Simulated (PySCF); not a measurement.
Point-charge models of `FC(F)[C@@H]1CCCCCO1` against its computed dipole.

Coordinates (GFN2-xTB, Å) and charges (e) from the PBE0/pcSseg-1 density (PySCF):

```
atom       x       y       z  Mulliken      IAO  Hirshfeld  ESP-fitted
  F1   2.295  -0.815   1.410   -0.3063  -0.3065    -0.0940     -0.1782
  C2   2.507  -0.593   0.088   +0.5573  +0.4276    +0.1406     +0.1819
  F3   3.505   0.323   0.021   -0.3082  -0.3089    -0.1055     -0.1992
  C4   1.243  -0.069  -0.626   -0.0070  +0.0545    +0.0273     -0.0049
  C5   0.650   1.118   0.143   -0.2615  -0.2867    -0.0827     -0.1298
  C6  -0.755   1.496  -0.327   -0.1904  -0.2561    -0.0679     -0.1847
  C7  -1.845   0.686   0.375   -0.2388  -0.2526    -0.0688     -0.0141
  C8  -1.892  -0.774  -0.067   -0.2265  -0.2711    -0.0766     -0.0512
  C9  -0.560  -1.509   0.099   +0.0560  -0.0621    +0.0009     +0.1404
 O10   0.376  -1.139  -0.904   -0.5268  -0.4082    -0.1411     -0.4019
 H11   2.869  -1.532  -0.354   +0.1013  +0.1451    +0.0461     +0.1351
 H12   1.581   0.266  -1.616   +0.1330  +0.1542    +0.0442     +0.1397
 H13   0.624   0.892   1.211   +0.1314  +0.1368    +0.0289     +0.1114
 H14   1.333   1.958   0.005   +0.1390  +0.1524    +0.0435     +0.0869
 H15  -0.919   2.553  -0.113   +0.1219  +0.1383    +0.0406     +0.0636
 H16  -0.831   1.356  -1.407   +0.1210  +0.1325    +0.0368     +0.0986
 H17  -2.815   1.142   0.168   +0.1201  +0.1359    +0.0395     +0.0206
 H18  -1.683   0.734   1.455   +0.1118  +0.1245    +0.0349     +0.0334
 H19  -2.652  -1.300   0.513   +0.1171  +0.1369    +0.0425     +0.0094
 H20  -2.169  -0.828  -1.121   +0.1213  +0.1382    +0.0367     +0.0517
 H21  -0.719  -2.581  -0.056   +0.1219  +0.1498    +0.0435     +0.0497
 H22  -0.153  -1.363   1.104   +0.1125  +0.1256    +0.0302     +0.0413
```

**Question.** Compute μ = Σ q r for each scheme (1 e·Å = 4.803 D) and compare with the dipole of the full density.

**Answer.** The full density gives (-1.64, 0.15, -0.28) D, 1.67 D in size; dipole vectors point from the negative to the positive end.

```json
{"scheme": "Mulliken", "μx": "-2.07", "μy": "0.07", "μz": "-0.02", "size (D)": "2.07", "share of the full size (%)": "124", "angle to the full dipole (°)": "10"}
{"scheme": "IAO", "μx": "-2.16", "μy": "-0.23", "μz": "-0.93", "size (D)": "2.36", "share of the full size (%)": "141", "angle to the full dipole (°)": "17"}
{"scheme": "Hirshfeld", "μx": "-0.82", "μy": "-0.13", "μz": "-0.30", "size (D)": "0.88", "share of the full size (%)": "53", "angle to the full dipole (°)": "17"}
{"scheme": "ESP-fitted", "μx": "-1.68", "μy": "0.15", "μz": "-0.30", "size (D)": "1.71", "share of the full size (%)": "102", "angle to the full dipole (°)": "0"}
```

**Question.** Which set comes closest?

**Answer.** Length of the difference vector: ESP-fitted 0.04 D, Mulliken 0.51 D, Hirshfeld 0.87 D, IAO 0.91 D. Closest: ESP-fitted. ESP charges are fitted to the potential around the molecule, whose slowest-falling term is the dipole's. The schemes that divide the density aren't constrained to reproduce the dipole.

**Question.** What is left for the Hirshfeld atoms' own dipoles?

**Answer.** The shares of the density sum to the whole, so what Σ q r misses lies in dipoles about the nuclei. The atomic dipoles sum to (-1.64, 0.15, -0.28) − (-0.82, -0.13, -0.30) = (-0.82, 0.28, 0.02) D, 0.87 D in size.

**Question.** With the origin at the mean of the coordinates, (0.000, 0.001, 0.000) Å, which are the largest single terms, by size, of the Hirshfeld dipole along the direction of the full one?

**Answer.** F3 +1.73, C2 -1.71, F1 +1.16, C8 -0.66, H11 -0.64 D; all 22 atoms together +0.84 D. The single terms depend on the origin, their sum doesn't.

**Question.** Give the size of the full dipole in other units.

**Answer.** 1.67 D = 0.659 au = 0.349 e·Å = 5.59 × 10⁻³⁰ C·m.

Isolated species at its GFN2-xTB geometry (one conformer only).
